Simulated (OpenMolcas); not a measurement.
**Mn3+: moving or changing the point charges**

Mn3+ among 4 point charges of -2.5 e arranged as a tetrahedron (Td), 1.91 Å from the ion.

| Quantity | Value |
| --- | --- |
| Program | OpenMolcas 26.06 |
| Method | SS-CASPT2, IPEA 0.25 Eh, imaginary shift 0.1 Eh (closed shells correlated: 3s 3p) |
| Basis | ANO-RCC-VDZP [5s4p2d1f] |
| Scalar Hamiltonian | DKH2, point nucleus |
| Active space | 4 electrons in 5 orbitals (3d) |
| State averaging | 2S+1 = 5 even, 5 roots; 2S+1 = 3 even, 45 roots; 2S+1 = 1 even, 50 roots |
| Spin-orbit coupling | state interaction with AMFI integrals over the reference wave functions |

Runs around this geometry, states (labels of Td). Energies in cm-1 above the lowest state or level, χT in cm3 K/mol; under a threefold ground state the first gap can be a small split of the lowest multiplet, not the spin-orbit step.

```
R (Å)  Ground state  First state of that spin  First gap with spin-orbit (degeneracies)  χT at 300 K  First state of another spin
 1.76           5T2                   5E 3180                                 38 (1, 3)        2.300                    3T1 20750
 1.91           5T2                   5E 2410                                 46 (1, 3)        2.232                    3T1 21610
 2.08           5T2                   5E 1760                                 57 (1, 3)        2.151                    3T1 22030
```

Taking the first state of the same spin as R^-n, n = -ln(1760 / 3180) / ln(2.08 / 1.76) = 3.5 between the shortest and longest distance.

Roots that are degenerate in the reference are averaged as groups; the widest CASPT2 spread within a group is 650 cm-1 (the 3-fold group of multiplicity 3 near 56200 cm-1 above the lowest state of its run, R = 1.91). Shifts and gaps below about the spread of the groups concerned are not significant. An orbital triplet at a regular site is open to Jahn-Teller coupling, which can distort the site and quench the lowest spin-orbit gaps and is left out. The ground term spreads over less than 5000 cm-1, several times less than with real ligands, so orbital moments are less quenched and χT lies further from the spin-only value than at real sites. Free-ion shares, where given, are those of the reference states; single-state CASPT2 does not remix them. This is an electrostatic model: the charges have no orbitals. No measured value stands beside these numbers.
